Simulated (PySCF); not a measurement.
Estimate the missing entries of this data sheet.

Compound: C5H9FO.
SMILES: `F[C@H]1CCCCO1`

| property | level | value |
| --- | --- | --- |
| point group | PBE0-D3(BJ)/def2-SVP | ? |
| rotational constants A, B, C | PBE0-D3(BJ)/def2-SVP | 3.794, 2.808, 2.103 GHz |
| dipole moment | CAM-B3LYP/def2-SVPD | 2.15 D |
| HOMO energy | CAM-B3LYP/def2-SVPD | -9.35 eV |
| LUMO energy | CAM-B3LYP/def2-SVPD | 1.25 eV |
| lowest singlet excitation | TDDFT CAM-B3LYP/def2-SVPD | 7.73 eV (160 nm, f = 0.001) |
| strongest line among the 10 lowest singlet transitions | TDDFT CAM-B3LYP/def2-SVPD | S2 at 8.39 eV (148 nm, f = 0.043) |
| lowest triplet excitation (Tamm–Dancoff) | TDA CAM-B3LYP/def2-SVPD | 7.60 eV |
| static isotropic polarisability | CAM-B3LYP/def2-SVPD | ? |
| vertical ionisation energy | ΔSCF CAM-B3LYP/def2-SVPD | 10.19 eV |
| electronic spatial extent ⟨r²⟩ about the centre of nuclear charge | CAM-B3LYP/def2-SVPD | 672 bohr² |
| 13C chemical shifts (computed TMS as zero) by class | GIAO PBE0/pcSseg-1 | 107.1 (1 C), 61.5 (1 C), 31.9 (1 C), 27.0 (1 C), 19.3 (1 C) ppm |
| 1H chemical shifts (computed TMS as zero) by class | GIAO PBE0/pcSseg-1 | 5.43 (1 H), 3.97 (1 H), 3.57 (1 H), 1.83 (1 H), 1.59 (1 H), 1.59 (1 H), 1.42 (1 H), 1.38 (1 H), 1.22 (1 H) ppm |
| isotropic shieldings of nuclei other than C and H, by class | GIAO PBE0/pcSseg-1 | 247 (1 O), 337 (1 F) ppm |
| largest of the computed one-bond spin–spin couplings (means over like bonds) | B3LYP/pcJ-1, spin–dipole term left out for some pairs | 19F–13C -273.4, 13C–1H +181.1, 13C–1H +153.5, 13C–1H +146.7, 13C–1H +138.1, 13C–1H +136.6, 13C–1H +133.6, 13C–1H +132.4 Hz |
| core binding energies | ΔSCF SCAN, pcX-2 on the ionised atom, pcseg-1 elsewhere, spin-free X2C | ? |

Electronic properties: PySCF, gas phase, density fitting. Geometry: PBE0-D3(BJ)/def2-SVP, one conformer, isolated molecule.

Task: Give the static isotropic polarisability.

Result: 62.0 au.

Task: What are the core binding energies?

Result: C1s 290.8, C1s 290.8, C1s 290.9, C1s 292.1, C1s 294.2, O1s 538.6, F1s 692.1 eV.

Task: The point group?

Result: C1.

The polarisability is 9.19 Å³ as a volume (1 au = 0.148185 Å³), or 1.11 au for each of the 56 electrons. No computed singlet falls in the visible range (750 to 380 nm, 1.65 to 3.26 eV); S1 lies 4.47 eV above its blue end. In atomic units the dipole is 0.84 e·bohr (1 au = 2.5417 D). The 10 singlets span 7.73 to 9.39 eV, and their oscillator strengths add up to 0.10. The ΔSCF ionisation energy exceeds −ε(HOMO) by 0.84 eV with CAM-B3LYP.

For the spin–spin coupling job (B3LYP/pcJ-1), the run took 67 s on one thread, Arm Neoverse V2 (aarch64) (shared host), and the process peaked at 1.1 GiB of memory.
